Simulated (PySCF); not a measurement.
Isomers of C7H7NO. Computed with TDDFT PBE0/def2-SVPD, vertical, gas phase, core orbitals frozen in the response in PySCF 2.14.0, density-fitted response routines. Geometries: GFN2-xTB; one conformer of each isolated species. Triplets are in the Tamm–Dancoff approximation.

A. `[H]/N=C\C=C/c1ccco1`
B. `C=Nc1ccc(O)cc1`
C. `C=C1C=CC=C1NC=O`

Lowest singlet levels (six at most, fewer where fewer were computed) with oscillator strengths:

1. 455 nm (f 0.032); 277 nm (f 0.000); 239 nm (f 0.200); 238 nm (f 0.001); 221 nm (f 0.312); 212 nm (f 0.105); T1 1.79 eV
2. 305 nm (f 0.122); 261 nm (f 0.025); 235 nm (f 0.139); 220 nm (f 0.004); 217 nm (f 0.076); 207 nm (f 0.027); T1 3.09 eV
3. 308 nm (f 0.002); 292 nm (f 0.588); 220 nm (f 0.059); 208 nm (f 0.023); 206 nm (f 0.003); 194 nm (f 0.002); T1 2.42 eV

Problem. Which spectrum belongs to which structure?

Solution. 1 = C, 2 = B, 3 = A.
- A: S1 at 4.02 eV, HOMO-1→LUMO (96%); Löwdin shares by element: HOMO carbon 59% or more (atoms not listed hold the other 41%); LUMO carbon 44% or more, nitrogen 16% (atoms not listed hold the other 41%); HOMO -6.40 and LUMO -1.88 eV; point group Cs.
- B: S1 at 4.06 eV, HOMO→LUMO (80%), HOMO-2→LUMO (14%); Löwdin shares by element: HOMO carbon 29% or more, nitrogen 17%, oxygen 13% (atoms not listed hold the other 41%); LUMO carbon 44% or more, nitrogen 24% (atoms not listed hold the other 32%); HOMO -6.18 and LUMO -1.06 eV.
- C: S1 at 2.72 eV, HOMO→LUMO (99%); Löwdin shares by element: HOMO carbon 57% or more, nitrogen 13% (atoms not listed hold the other 30%); LUMO carbon 65% or more (atoms not listed hold the other 35%); HOMO -5.99 and LUMO -2.21 eV; point group Cs, 1 of its 6 listed states under f = 0.0005.
A and B have S1 within 0.05 eV of each other; their strongest listed levels stand at 4.24 eV (f 0.588) and 5.27 eV (f 0.139).
